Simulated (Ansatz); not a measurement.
```yaml
crystal:
  periodic: [false, false, false]
  atoms:
    - {symbol: C, position_ang: [1.427635, 0.833965, 0.968425]}
    - {symbol: N, position_ang: [0.273286, 0.038793, 0.640945]}
    - {symbol: C, position_ang: [-0.247855, -0.664016, 1.783983]}
    - {symbol: Al, position_ang: [-0.428330, -0.063521, -0.988479]}
    - {symbol: N, position_ang: [0.484673, 0.539008, -2.381542]}
    - {symbol: N, position_ang: [-2.037742, -0.768179, -1.213370]}
    - {symbol: H, position_ang: [1.784912, 1.383450, 0.093804]}
    - {symbol: H, position_ang: [2.261163, 0.218070, 1.340331]}
    - {symbol: H, position_ang: [1.203846, 1.575893, 1.750520]}
    - {symbol: H, position_ang: [-1.102032, -1.286015, 1.504593]}
    - {symbol: H, position_ang: [-0.580256, 0.024991, 2.575925]}
    - {symbol: H, position_ang: [0.506210, -1.328562, 2.233399]}
    - {symbol: H, position_ang: [0.093820, 0.707801, -3.292935]}
    - {symbol: H, position_ang: [1.470878, 0.735830, -2.388481]}
    - {symbol: H, position_ang: [-2.712536, -0.919792, -0.483211]}
    - {symbol: H, position_ang: [-2.420773, -1.050216, -2.099706]}
basis:
  gaussian: {orbitals: cc-pVTZ-DK}
hamiltonian: {xc: {name: r2SCAN50}, dispersion: d4}
accuracy: high
scf: {lower_state_search: light}
```

```sh
$ ansatz run in.yaml --threads 4 --pin off --events-out ev --progress --plain --max-ram 11315MiB
```

Shortened log:

```
Functional definition: r2SCAN50
6006 factors; integrals over basis functions are off by at most 7.2e-8 eV
mean field evaluation 1: about -13305.7881 eV, gradient 8.0e1 eV
mean field evaluation 2: about -13305.9746 eV, gradient 7.8e1 eV
mean field evaluation 4: about -13318.2899 eV, gradient 2.7e0 eV
mean field evaluation 8: about -13318.4313 eV, gradient 1.5e-1 eV
mean field evaluation 16: about -13318.4313 eV, gradient 2.0e-5 eV
mean field -13318.43133168 eV, -489.4433238822 hartree, gradient 4.3e-8 eV, S^2 0.000000; 0 other end points of the search recorded, 0 dependent functions left out
reference -13318.43133243 eV, -489.4433239096 hartree; 28, 28 occupied and 296, 296 virtual orbitals, 6006 factors
Total energy: -13318.54458972 eV, -489.4474860383 hartree
Relativity: scalar
```

It took 38 s on 4 threads of an Arm Neoverse V2 on a shared host, with 3.6 GiB of host memory at the peak.
